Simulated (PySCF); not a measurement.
The multiplicity is imposed and other spin states were not computed.

Cartesian coordinates (Å):
```xyz
7

Cu    -0.1012    -0.0463    -0.0036
N     -1.9029     0.6502    -0.0288
H     -2.4707     0.2982     0.7551
H     -2.4038     0.3918    -0.8902
H     -1.9314     1.6781     0.0281
O      1.5623    -0.6549     0.1375
H      1.8192    -1.0156    -0.7324
```
Charge 0, spin multiplicity 1.

Predict the HOMO–LUMO gap, charge on the central atom (Mulliken), LUMO, charge on the central atom (meta-Löwdin), total energy, HOMO and dipole moment from TPSSh-D3(BJ)/def2-TZVP // TPSS-D3(BJ)/def2-SVP (PySCF).


The HOMO–LUMO gap is 3.82 eV and the charge on the central atom (Mulliken) is 0.15 e. The LUMO is -0.88 eV and the charge on the central atom (meta-Löwdin) comes out as 0.47 e. The total energy is -1773.0144 Ha. The HOMO is -4.70 eV and the dipole moment is 7.48 D.
